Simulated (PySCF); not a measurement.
## Structure and specific rotation at 589.3 nm (origin-invariant length gauge)

Theory: TDDFT wB97X-D/aug-cc-pVDZ circular dichroism and optical rotation, one conformer, gas phase (PySCF). Geometry: GFN2-xTB.

Each molecule in one low-energy conformer. The parent is CO[C@@H]1C[C@H]1Br.

The molecule is flexible and this is one conformer; a measurement averages over conformers. The calculation is non-relativistic, which matters for the atoms heavier than Zn.

(1) How does the specific rotation at 589.3 nm (origin-invariant length gauge) change along this series?
- CO[C@@H]1C[C@H]1Br (base)
- CO[C@@H]1C[C@@H]1Br (diastereomer)

Results:

(1) 
| molecule | [α]589 (deg dm⁻¹ (g/mL)⁻¹) | S1 (eV) | R(S1), velocity form (10⁻⁴⁰ esu² cm²) |
| --- | --- | --- | --- |
| CO[C@@H]1C[C@H]1Br | -33.8 | 5.78 | -3.3 |
| CO[C@@H]1C[C@@H]1Br | +274.6 | 5.74 | -1.3 |

The specific rotation at 589.3 nm (origin-invariant length gauge) is lowest for CO[C@@H]1C[C@H]1Br and highest for CO[C@@H]1C[C@@H]1Br.
